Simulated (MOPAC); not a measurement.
MOPAC input (AM1):

```
AM1 PRECISE GNORM=0.05 LET XYZ GEO-OK AUX(PRECISION=9) THREADS=1
C2H10OSi2

C    -2.62117600 1    1.05090800 1    0.28303800 1
Si   -1.58644200 1   -0.41117400 1   -0.22670100 1
O    -0.00183700 1   -0.04852300 1   -0.00609500 1
Si    1.55735500 1   -0.54050000 1   -0.14032500 1
C     2.67893500 1    0.83088100 1    0.43375100 1
H    -2.37677300 1    1.92952100 1   -0.31709700 1
H    -3.68369100 1    0.83347400 1    0.14955700 1
H    -2.45498000 1    1.29828000 1    1.33329700 1
H    -1.93496100 1   -1.60231800 1    0.58783100 1
H    -1.82024200 1   -0.73951100 1   -1.65551000 1
H     1.76075300 1   -1.75697100 1    0.68589400 1
H     1.84260800 1   -0.88586900 1   -1.55571700 1
H     2.53732600 1    1.72881000 1   -0.17084200 1
H     3.72594500 1    0.52879300 1    0.35283000 1
H     2.47937900 1    1.08668300 1    1.47615300 1
```

From the output:

```
                                                       MOPAC v23.2.5 Linux

          FINAL HEAT OF FORMATION =       -107.41583 KCAL/MOL =    -449.42781 KJ/MOL

          COSMO AREA              =        161.13 SQUARE ANGSTROMS
          COSMO VOLUME            =        161.49 CUBIC ANGSTROMS

          GRADIENT NORM           =          0.03347          =       0.00864 PER ATOM
          IONIZATION POTENTIAL    =         10.328176 EV
          HOMO LUMO ENERGIES (EV) =        -10.328  0.896
          NO. OF FILLED LEVELS    =         16
          MOLECULAR WEIGHT        =        106.2714         POINT GROUP:  Cs

          MOLECULAR DIMENSIONS (Angstroms)

            Atom       Atom       Distance
            H    14    H     7     6.47017
            H    13    H     9     3.61318
            H    12    H    15     3.35499

          SCF CALCULATIONS        =        113

   ATOM   CHEMICAL          X               Y               Z
  NUMBER   SYMBOL      (ANGSTROMS)     (ANGSTROMS)     (ANGSTROMS)

     1       C         -2.09701956  *   1.18874962  *   0.38946689  *
     2      Si         -1.70178884  *  -0.45511096  *  -0.22523761  *
     3       O         -0.01160636  *  -0.63407134  *  -0.53196115  *
     4      Si          1.66890020  *  -0.59330705  *  -0.13563723  *
     5       C          2.16232334  *   1.01082530  *   0.51216922  *
     6       H         -1.72170740  *   1.98591390  *  -0.29519117  *
     7       H         -3.19764235  *   1.34069661  *   0.49421304  *
     8       H         -1.64515697  *   1.38236639  *   1.39067868  *
     9       H         -2.12167911  *  -1.45873877  *   0.74394210  *
    10       H         -2.38367595  *  -0.70575246  *  -1.48732566  *
    11       H          1.95462927  *  -1.63133498  *   0.84604801  *
    12       H          2.39438370  *  -0.89332542  *  -1.36213865  *
    13       H          1.89069886  *   1.83823911  *  -0.18545561  *
    14       H          3.26436159  *   1.07215894  *   0.67708845  *
    15       H          1.67408974  *   1.23729303  *   1.48912673  *

                             CARTESIAN COORDINATES

   1    C       -2.097019557     1.188749616     0.389466894
   2   Si       -1.701788835    -0.455110958    -0.225237608
   3    O       -0.011606360    -0.634071335    -0.531961147
   4   Si        1.668900200    -0.593307053    -0.135637234
   5    C        2.162323340     1.010825296     0.512169222
   6    H       -1.721707400     1.985913902    -0.295191171
   7    H       -3.197642352     1.340696610     0.494213042
   8    H       -1.645156974     1.382366391     1.390678685
   9    H       -2.121679113    -1.458738768     0.743942096
  10    H       -2.383675953    -0.705752455    -1.487325662
  11    H        1.954629274    -1.631334983     0.846048006
  12    H        2.394383703    -0.893325424    -1.362138654
  13    H        1.890698860     1.838239115    -0.185455606
  14    H        3.264361586     1.072158936     0.677088451
  15    H        1.674089740     1.237293030     1.489126733

           Empirical Formula: C2 H10 O Si2  =    15 atoms

      MOLECULAR POINT GROUP   :   Cs

                  EIGENVALUES
 -34.40803 -28.98914 -28.77430 -17.68941 -15.21205 -14.84079 -14.36326 -14.06496
 -13.95248 -13.26315 -13.00121 -12.80585 -11.75672 -11.41299 -10.62933 -10.32818
   0.89650   1.84448   1.89611   2.03770   2.12805   2.37988   2.42305   3.84771
   4.31045   4.33004   4.33035   4.40046   5.16007   5.19271

              NET ATOMIC CHARGES AND DIPOLE CONTRIBUTIONS

  ATOM NO.   TYPE          CHARGE      No. of ELECS.   s-Pop       p-Pop
    1          C          -0.611473        4.6115     1.27520     3.33627
    2         Si           1.309220        2.6908     0.78243     1.90835
    3          O          -0.903283        6.9033     1.80989     5.09339
    4         Si           1.309211        2.6908     0.78243     1.90836
    5          C          -0.611508        4.6115     1.27521     3.33630
    6          H           0.095221        0.9048     0.90478
    7          H           0.095748        0.9043     0.90425
    8          H           0.090628        0.9094     0.90937
    9          H          -0.274822        1.2748     1.27482
   10          H          -0.252879        1.2529     1.25288
   11          H          -0.274742        1.2747     1.27474
   12          H          -0.252907        1.2529     1.25291
   13          H           0.095198        0.9048     0.90480
   14          H           0.095758        0.9042     0.90424
   15          H           0.090631        0.9094     0.90937
 DIPOLE           X         Y         Z       TOTAL
 POINT-CHG.    -0.020    -0.283     0.326     0.432
 HYBRID         0.044     1.431     0.525     1.525
 SUM            0.024     1.148     0.851     1.429

          ATOMIC ORBITAL ELECTRON POPULATIONS

     Atom    s        px        py        pz
    1  C   1.27520   1.06053   1.20136   1.07438
    2 Si   0.78243   0.51295   0.67249   0.72291
    3  O   1.80989   1.34418   1.89303   1.85618
    4 Si   0.78243   0.51411   0.67799   0.71626
    5  C   1.27521   1.06519   1.19452   1.07659
    6  H   0.90478
    7  H   0.90425
    8  H   0.90937
    9  H   1.27482
   10  H   1.25288
   11  H   1.27474
   12  H   1.25291
   13  H   0.90480
   14  H   0.90424
   15  H   0.90937

 **********************
 *                    *
 * JOB ENDED NORMALLY *
 *                    *
 **********************

 == MOPAC DONE ==
```

The geometry given is a B3LYP-D3(BJ)/def2-TZVP minimum.
